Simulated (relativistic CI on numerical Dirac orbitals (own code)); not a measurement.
# Mg⁺: calculation against measurement

Method of calculation: Dirac-Coulomb-Breit CI, orbitals from a KLI potential per configuration, QED by a radiative potential, valence Slater integrals scaled by 0.85, P86 correlation estimate, and configurations built on the next ion tied to the tabulated ionisation energy (semi-empirical) (own radial code, finite nucleus).

Configuration list (outside the closed core [Ne]): 3s, 3p, 4s, 3d, 4p, 5s, 4d, 4f, 5p, 6s, 5d, 5g, 5f. Levels of other configurations are missing.

```
Configuration  Term (tabulated)    J  Measured (cm⁻¹)  Computed  Error  Purity (%)
           3s                2S  1/2              0.0         0      0         100
           3p               2P°  1/2          35669.3     35181   -488         100
           3p               2P°  3/2          35760.9     35265   -496         100
           4s                2S  1/2          69804.9     69553   -252         100
           3d                2D  5/2          71490.2     70306  -1184         100
           3d                2D  3/2          71491.1     70308  -1183         100
           4p               2P°  1/2          80619.5     80447   -173         100
           4p               2P°  3/2          80650.0     80474   -176         100
           5s                2S  1/2          92790.5     92629   -161         100
           4d                2D  5/2          93310.6     93060   -251         100
           4d                2D  3/2          93311.1     93061   -251         100
           4f               2F°  5/2          93799.6     93834     35         100
           4f               2F°  7/2          93799.8     93834     35         100
           5p               2P°  1/2          97455.1     97479     24         100
           5p               2P°  3/2          97468.9     97491     22         100
           6s                2S  1/2         103196.8    103327    130         100
```

Measured levels from NIST Handbook of Basic Atomic Spectroscopic Data (Sansonetti and Martin, J. Phys. Chem. Ref. Data 34, 1559 (2005)); pairs were made by configuration, J and term (by order where the table uses no LS term), so strongly mixed levels may be paired wrongly.

Mean error by configuration (cm⁻¹): 3p -492; 4s -252; 3d -1183; 4p -174; 5s -161; 4d -251; 4f 35; 5p 23; 6s 130. Over the excited levels the mean absolute error is 324 cm⁻¹ (15 of the 15 excited levels that our extract of the source holds in range could be paired), and the median relative error of those above 1,000 cm⁻¹ is 0.22 %.
